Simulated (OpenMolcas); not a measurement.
**Fe2+ in CsCaF3: curves along the breathing mode**

Fe2+ with its 6 nearest fluoride ions, on the Ca site of CsCaF3 (a = 4.526 Å, distance in the model lattice 2.263 Å). The rest of the host is ab initio model potentials to 7.6 Å, with orthogonalisation functions on the cations behind the ligands, and point charges beyond; the distance is set by hand and nothing relaxes. Ligand basis ANO-RCC-VDZP.

| Item | Value |
| --- | --- |
| Program | OpenMolcas |
| Method | CASSCF |
| Basis | ANO-RCC-VDZP [5s4p2d1f] |
| Scalar Hamiltonian | DKH2, point nucleus |
| Active space | 6 electrons in 5 orbitals (3d) |
| State averaging | 2S+1 = 5 even, 5 roots; 2S+1 = 3 even, 45 roots; 2S+1 = 1 even, 50 roots |
| Spin-orbit coupling | RASSI with atomic mean-field integrals over the reference wave functions |

Spin-free energies (labels of O, the rotations of Oh) in cm-1 above the lowest fitted minimum, as all ligands move together:

| R (Å) | 5T2 | 5E | 3T1 | 3T2 | 3T1(2) | 1A1 | 3E |
| --- | --- | --- | --- | --- | --- | --- | --- |
| 2.009 | 4040 | 13290 | 20070 | 23710 | 27100 | 23330 | 30220 |
| 2.056 | 1220 | 9380 | 18150 | 21430 | 24280 | 22380 | 27170 |
| 2.103 | 60 | 7280 | 17770 | 20690 | 23130 | 22820 | 25780 |
| 2.151 | 440 | 6820 | 18820 | 21400 | 23510 | 24590 | 25910 |
| 2.198 | 2250 | 7910 | 21180 | 23460 | 25320 | 27570 | 27470 |
| 2.245 | 5450 | 10480 | 24850 | 26850 | 28520 | 31780 | 30420 |
| 2.292 | 10070 | 14550 | 29870 | 31620 | 33130 | 37260 | 34790 |

Cubic fits give the following; the wavenumber is harmonic, with the mass of all moving ligands, small differences in it between states hang on the degree of the fit, a number in brackets counts states of one label, and the table is a selection of at most 14 states with clean curves.

| State | R0 (Å) | Breathing mode (cm-1) | Minimum (cm-1) |
| --- | --- | --- | --- |
| 5T2 | 2.116 | 450 | 0 |
| 5E | 2.141 | 461 | 6750 |
| 3T1 | 2.093 | 436 | 17740 |
| 3T2 | 2.105 | 438 | 20680 |
| 3T1(2) | 2.116 | 449 | 23060 |
| 1A1 | 2.065 | 420 | 22380 |
| 3E | 2.124 | 447 | 25630 |
| 3T2(2) | 2.112 | 448 | 25810 |
| 3T1(3) | 2.121 | 448 | 26450 |
| 1T1 | 2.091 | 436 | 27670 |
| 3A2 | 2.133 | 456 | 29890 |
| 3T2(3) | 2.130 | 452 | 29990 |
| 3T1(4) | 2.138 | 461 | 30410 |
| 3E(2) | 2.134 | 463 | 31520 |

The minimum of 5E is shifted by +0.0249 Å against 5T2 (from the unrounded fits). With M = 114.0 u for the moving shell, the Huang-Rhys factor in this mode is S = M ω ΔR² / 2ħ = 0.01483 × 114.0 × 450 × 0.0249² = 0.47. Only the first shell moves, against a rigid host.

An orbital triplet at a regular site is open to Jahn-Teller coupling, which can distort the site and quench the lowest spin-orbit gaps and is left out. Without dynamic correlation the repulsion within the d shell is too large (B by tens of per cent), so at a given field states of lower spin stand too high. Ligand-to-metal charge-transfer states are missing. With no ligand orbital active B as a rule stays too high, so bands that hang on it stand too high and its fall with covalency is understated. With metal d orbitals alone and no dynamic correlation 10Dq can be off by a tenth to a fifth, either way, in oxide and fluoride hosts. No measured value stands beside these numbers.
